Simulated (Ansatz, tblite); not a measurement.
Forces on BiH2(NMe2) (C2H8BiN) at its PBE-D4/def2-SVP geometry. Charge 0, multiplicity 1.

In the def2 sets Bi takes a core potential; there is no spin–orbit coupling. The xTB rows come from tblite.

GFN1-xTB (tblite), largest force 0.99 eV/Å:

```xyz
12
positions Å, forces eV/Å
Bi   -0.573   -1.703   -1.264   -0.085    0.401   -0.529
H    -1.759   -0.478   -1.966    0.441   -0.313    0.276
H     0.627   -1.216   -2.543   -0.338   -0.115    0.349
N     0.378   -0.354    0.206   -0.119   -0.183   -0.240
C     0.701    0.973   -0.276    0.229    0.964   -0.030
C    -0.318   -0.324    1.479   -0.252    0.215    0.919
H    -0.189    1.630   -0.473    0.365   -0.485    0.118
H     1.290    0.919   -1.214   -0.299   -0.117    0.480
H     1.328    1.502    0.482   -0.304   -0.288   -0.371
H    -0.554   -1.352    1.828    0.156    0.457   -0.338
H     0.340    0.136    2.254   -0.285   -0.211   -0.421
H    -1.274    0.266    1.486    0.492   -0.326   -0.214
```

GFN2-xTB (tblite), largest force 0.76 eV/Å:

```
Bi 0.200 0.669 -0.288
H 0.393 -0.282 0.234
H -0.373 -0.130 0.338
N -0.385 0.260 -0.069
C 0.182 0.450 0.008
C -0.038 0.073 0.468
H 0.393 -0.510 0.120
H -0.401 -0.166 0.571
H -0.353 -0.363 -0.370
H 0.173 0.534 -0.340
H -0.291 -0.219 -0.490
H 0.501 -0.316 -0.183
```

r2SCAN0-D4/def2-TZVP (Ansatz), largest force 1.14 eV/Å:

```
Bi 0.381 1.070 0.106
H 0.322 -0.308 0.228
H -0.299 -0.145 0.330
N -0.435 -0.278 -0.411
C 0.070 0.461 -0.103
C -0.188 0.084 0.414
H 0.520 -0.486 0.146
H -0.384 -0.020 0.602
H -0.384 -0.356 -0.438
H 0.162 0.623 -0.263
H -0.376 -0.276 -0.511
H 0.612 -0.370 -0.099
```
